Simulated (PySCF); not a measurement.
CH8NP2Si (doublet state).
Structure used (GFN2-xTB), in Å, numbered top down from 1:
```xyz
13
CH8NP2Si angstrom
C     -2.0621   -0.0698    0.0071
N     -0.7870    0.5152   -0.3398
Si     0.6814   -0.0854    0.3374
P      0.9681   -2.2798    0.0507
P      2.4095    1.0488   -0.5949
H     -2.2399   -1.0225   -0.5030
H     -2.8680    0.6200   -0.2442
H     -2.0785   -0.2510    1.0793
H     -0.7730    0.8274   -1.2999
H      0.6508    0.3297    1.7490
H      2.1817   -2.3104    0.7271
H      1.6587    2.1630   -0.9113
H      2.2539    0.5153   -1.8612
```

The hyperfine couplings belong to this conformer and change with its torsions.

As a line formula: `CN[Si@@H]([PH])P` [radical].

Computed with UKS B3LYP, pcH-1 on C H N P Si, non-relativistic, mean-field spin-orbit, GIAO in PySCF. Geometry: GFN2-xTB, one conformer, isolated molecule. The geometry wasn't refined by DFT: couplings that depend on bond lengths, twists or pyramidal angles can differ widely from those at the functional's own minimum, by a factor of two or more for some ions and for spin on atoms past the first row. Stability of the SCF solution: not tested.

(1) The isotropic 31P couplings are +112.3, +13.1 MHz. Assign them to P4; P5.

Answers

(1) 
```
site  a_iso (MHz)  ρ(0) (bohr⁻³)                 position  distance from P4 (Å)  spin population  largest |T| (MHz)
  P4       +112.3        +0.0619  largest spin population                  0.00            +0.98              605.2
  P5        +13.1        +0.0074          2 bonds from P4                  3.68            +0.04               35.8
```

ρ(0) is the spin density at the nucleus and T the dipolar tensor; a_iso includes a spin–orbit part; entries for several nuclei are means. The largest Mulliken spin population is on P4 (+0.98).

Nuclei that the bonding pattern makes equivalent are averaged, as if the motion that swaps them (rotation, inversion, ring flip) were fast.

The run took 51 s (grids of density and orbitals included) on Arm Neoverse V2, one thread, no GPU (shared host), and the process peaked at 0.80 GiB of memory.
